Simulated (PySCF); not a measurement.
Unknown compound

Molecular formula: C$_{6}$H$_{5}$N$_{3}$. Simulated spectra:

$^{1}$H NMR (400 MHz, computed): δ 9.74 (s, 1H), 3.70 (s, 1H), 2.79 (s, 3H).

$^{13}$C{$^{1}$H} NMR (computed): δ 168.7 (C), 157.8 (CH), 154.0 (C), 102.0 (CH), 83.5 (C), 25.5 (CH3).

[PySCF 2.14: GIAO PBE0/pcSseg-1 shieldings; geometry: GFN2-xTB; non-relativistic Hamiltonian; averaged over atoms made equivalent by symmetry, fast rotation or ring inversion; no solvent model; one conformer]

Referencing at the same level of theory: $^{1}$H, $^{13}$C vs TMS.

Which candidate is it?
A. C#Cc1ncc(C)nn1
B. C#Cc1nncnc1C
C. C#Cc1nncc(C)n1
D. C=Cn1nccc1C#N

## Answers

B. 

1. Rings plus π bonds: 6 (1 ring in the answer).
2. 6 carbon signals for 6 carbons: no two carbons are equivalent.
3. Carbon types of the structure: 3 × C, 2 × CH, 1 × CH3, which accounts for all hydrogens.
4. δC 168.7, 154.0: substituted aromatic carbon next to a ring nitrogen.
5. δC 157.8: aromatic CH between two ring heteroatoms.
6. δC 102.0: terminal alkyne carbon; the triple bond shields along its axis, which puts it between sp3 and sp2 carbons.
7. δC 83.5: alkyne carbon; the triple bond shields along its axis, which puts it between sp3 and sp2 carbons.
8. δH 9.74: hydrogen on an aromatic CH between two ring heteroatoms; the ring current deshields protons in the ring plane.

The others: C#Cc1nncc(C)n1 has carbons computed at 162.3, 158.1, 153.8, 90.1, 86.1, 24.0; C=Cn1nccc1C#N would give 5 signals for carbon-bound and other non-exchanging H, not 3; C#Cc1ncc(C)nn1 has carbons computed at 161.4, 157.2, 152.8, 89.9, 86.0, 22.6.

Shifts are as computed. Against solution values, carbons near 30 ppm lie about +3 ppm off and those near 130 ppm about +5 ppm. Of 1211 compounds with measured shifts, 218 miss one by over three times the rms of a fit or turn the order of signals round; such compounds aren't used in these exercises. Multiplicities follow the n + 1 count of equivalent neighbours, as no J values were calculated; m marks all less simple cases, F and P coupling included.
